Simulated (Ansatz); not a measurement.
Stepwise reaction of `SB(Cl)Cl` with ammonia, as a gas-phase model of exchange steps in deposition or etching. ΔE in kJ/mol; ΔG adds harmonic PBE0-D4 terms to CCSD(T)/CBS, at 1 bar.

Gas-phase electronic energies from Ansatz, PBE0-D4/def2-TZVP geometries. CCSD(T)/CBS is the MP2 limit (def2-TZVPP, def2-QZVPP) plus CCSD(T) − MP2 in def2-TZVPP, frozen cores. This one scheme is used for every species. Functionals use def2-TZVPP. B3LYP here is the variant with VWN-RPA as its local correlation; programs differ in this. One conformer a species, not always the lowest.

```tsv
step	reaction	PBE-D4	B3LYP-D4	ωB97M-V	CCSD(T)/CBS	ΔG(400 K)
1	`SB(Cl)Cl` + NH₃ → `NB(S)Cl` + HCl	-25.4	-32.6	-32.5	-30.7	-32.6
2	`NB(S)Cl` + NH₃ → `NB(N)S` + HCl	7.2	1.7	2.3	3.4	-4.4
```

Q: By hand: ΔE of the 2 steps together at CCSD(T)/CBS.

A: (-30.7) + (3.4) = -27.3 kJ/mol, or -13.7 kJ/mol a step.

In ΔE each step is higher than the one before. ΔG lies between -32.6 and -4.4 kJ/mol a step. PBE-D4 differs from CCSD(T)/CBS by 3.8 to 5.3 kJ/mol a step. Isolated molecules leave out the surface, adducts and barriers. Largest T1 diagnostic: 0.012.
